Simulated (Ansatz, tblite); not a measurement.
Removing an electron: [WOCl4]- (WCl4O⁻). Total charge -1; doublet. Geometry: PBE-D4/def2-SVPD. Ansatz, gas phase; energy differences of separate SCF runs; the oxidised species is a singlet (the triplet lies 1.75 eV higher at PBE0-D4/def2-TZVPD).

```xyz
6

W    -0.1191    0.0489   -0.0593
O    -1.5478    0.6484   -0.7655
Cl    1.6703    1.0882   -1.2538
Cl    0.4277   -1.9221   -1.2952
Cl   -0.8308   -1.4393    1.6692
Cl    0.3998    1.5758    1.7045
```

In the def2 sets W takes a core potential; there is no spin–orbit coupling. The xTB rows come from tblite. No other spin state of charge -1 was run.

| level | −HOMO (eV) | vertical IE (eV) | −LUMO (eV) | HOMO–LUMO gap (eV) |
| --- | --- | --- | --- | --- |
| GFN1-xTB | – | 8.51 | – | – |
| GFN2-xTB | – | 8.06 | – | – |
| PBE-D4/def2-TZVPD | 0.83 | 3.45 | -0.34 | 1.17 |
| BLYP-D4/def2-TZVPD | 0.70 | 3.34 | -0.38 | 1.08 |
| PBE0-D4/def2-TZVPD | 2.44 | 4.03 | -1.21 | 3.65 |

  HOMO and LUMO are the levels of the spin that leaves or enters (xTB has no such levels and no spin-polarisation term). Other spin states of the ions may lie lower, which would lower the ionisation energy or raise the affinity. Raw xTB energy differences between charge states are shifted by several eV; the methods need an empirical correction for them.
